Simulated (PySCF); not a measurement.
## Correlation energy of Cd (cadmium, neutral)

[Kr] 4d10 5s2, closed-shell 1S. All numbers are calculated (PySCF 2.14, the spin-free X2C one-electron Hamiltonian (Gaussian nucleus), in ANO-RCC-VTZP (7s6p4d2f1g, 68 functions)). Frozen: [Ar] 3d10; 20 electrons correlated.

```csv
level,correlation energy (mhartree)
CCSD,-569.53
(T),-18.17
CCSD(T),-587.70
```

Diagnostics: T1 = 0.018, D1 = 0.0656, largest double amplitude 0.076.

Cost of the coupled-cluster step: of the order of 3 core-seconds, for 20 correlated electrons.
